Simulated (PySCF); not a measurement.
An unknown is described by computed data only.

Formula: C3H7BFN.

* Dipole: 5.42 D [PBE0/def2-SVPD]
* 13C NMR: chemical shifts (computed TMS as zero) by class: 112.0 (1 C), 78.1 (1 C), 20.0 (1 C) ppm [GIAO PBE0/pcSseg-1]
* NMR, other nuclei: isotropic shieldings of nuclei other than C and H, by class: 137 (1 B), 22 (1 N), 413 (1 F) ppm [GIAO PBE0/pcSseg-1]
* Polarisability: 68.5 au [PBE0/def2-SVPD]
* 1H NMR: chemical shifts (computed TMS as zero) by class: 4.57 (2 H), 2.82 (2 H), 2.16 (3 H) ppm [GIAO PBE0/pcSseg-1]
* Triplet: lowest triplet excitation (Tamm–Dancoff): 4.93 eV [TDA PBE0/def2-SVPD]
* Rotational structure: rotational constants A, B, C: 19.111, 1.209, 1.165 GHz [PBE0-D3(BJ)/def2-SVP]
* Couplings: largest of the computed one-bond spin–spin couplings (means over like bonds): 19F–13C -250.1, 13C–1H +161.3 (×2), 13C–1H +144.3 (×2), 11B–1H +114.7 (×3), 13C–13C +74.5, 15N–13C -53.3, 13C–13C +39.5, 15N–11B -9.1 Hz [B3LYP/pcJ-1, spin–dipole term left out for some pairs]
* UV, first state: lowest singlet excitation: 5.50 eV (225 nm, f = 0.002) [TDDFT PBE0/def2-SVPD]
* XPS: B1s 194.1, C1s 293.1, C1s 293.3, C1s 294.4, N1s 407.1, F1s 693.6 eV [ΔSCF SCAN, pcX-2 on the ionised atom, pcseg-1 elsewhere, spin-free X2C]

Gas-phase values; electronic properties from PySCF, density fitting. Levels stand in brackets. One conformer (not necessarily the lowest) at the PBE0-D3(BJ)/def2-SVP geometry, without solvent, vibrations or thermal averaging. NMR classes are plain means over equivalent atoms (diastereotopic ones count apart unless rotation or inversion swaps them), as if these changed places fast.

**Question.** Give a SMILES that accounts for the data.

**Answer.** Numbering: `[BH3-:1][N+:2]#[C:3][CH2:4][CH2:5][F:6]`. 3 carbons fall into 3 classes; from least to most shielded: triply bonded carbon [C3] (112.0 ppm), sp3 C–F carbon [C5] (78.1 ppm), chain CH2 carbon [C4] (20.0 ppm). Hydrogen classes from least to most shielded: 2 H on an sp3 C–F carbon, C5 (4.57 ppm), 2 H on a chain CH2 carbon, C4 (2.82 ppm), 3 H on a four-coordinate boron, B1 (2.16 ppm). The other shieldings belong to: 137 ppm, four-coordinate boron [B1]; 22 ppm, nitrogen bonded to B and C [N2]; 413 ppm, alkyl fluorine [F6]. The couplings run between: -250.1 Hz, alkyl fluorine [F6] and sp3 C–F carbon [C5]; +161.3 Hz, sp3 C–F carbon [C5] and its hydrogen (with 1 like pair); +144.3 Hz, chain CH2 carbon [C4] and its hydrogen (with 1 like pair); +114.7 Hz, four-coordinate boron [B1] and its hydrogen (with 2 like pairs); +74.5 Hz, triply bonded carbon [C3] and chain CH2 carbon [C4]; -53.3 Hz, nitrogen bonded to B and C [N2] and triply bonded carbon [C3]; +39.5 Hz, chain CH2 carbon [C4] and sp3 C–F carbon [C5]; -9.1 Hz, nitrogen bonded to B and C [N2] and four-coordinate boron [B1]. The core levels belong to: B1s 194.1 eV, four-coordinate boron [B1]; C1s 293.1 eV, triply bonded carbon [C3]; C1s 293.3 eV, chain CH2 carbon [C4]; C1s 294.4 eV, sp3 C–F carbon [C5]; N1s 407.1 eV, nitrogen bonded to B and C [N2]; F1s 693.6 eV, alkyl fluorine [F6]. The hole state at 407.1 eV has ⟨S²⟩ = 0.83 against 0.75, so that value is less sure. The hole state at 293.1 eV has ⟨S²⟩ = 0.83 against 0.75, so that value is less sure. By its constants the optimised geometry is an asymmetric top. Structure: `[BH3-][N+]#CCCF`. The assignments are read from this structure; whether some other isomer fits the data as well wasn't checked.

Shape of the structure used: `[BH3-:1][N+:2]#[C:3][CH2:4][CH2:5][F:6]`: C3–C4–C5–F6 180°.
